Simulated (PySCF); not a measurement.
Bi(F)(TeH)2 (BiFH2Te2), SMILES [F][Bi]([TeH])[TeH].

Coordinates come from a PBE-D3(BJ)/def2-SVP optimisation. The structure was generated by enumeration; whether it is a known compound was not checked. The def2 effective core potentials stand for the cores of Bi, Te; spin–orbit coupling is left out.

Level of theory: C-PCM-B3LYP/def2-SVP (PySCF 2.14.0).

The values are the electrostatic part of the solvation free energy, E(continuum) − E(gas) at the gas-phase geometry, in a cavity of scaled van der Waals radii (PySCF's table); cavitation and dispersion terms are not included. A continuum can't describe solvent molecules that bind to the metal. In vacuum the orbital gap is 3.84 eV. The dipole moment in vacuum is 3.01 D.

Question: Estimate the values in water (ε = 78.36), acetone (ε = 20.49), 1-octanol (ε = 9.86). (Estimate from the structure and the level; the computed values follow.)

Answer: 
```csv
solvent,ε,ΔG(elec) (kcal/mol),dipole (D),gap (eV)
water,78.36,-8.6,4.19,4.04
acetone,20.49,-8.2,4.13,4.03
1-octanol,9.86,-7.7,4.04,4.02
```
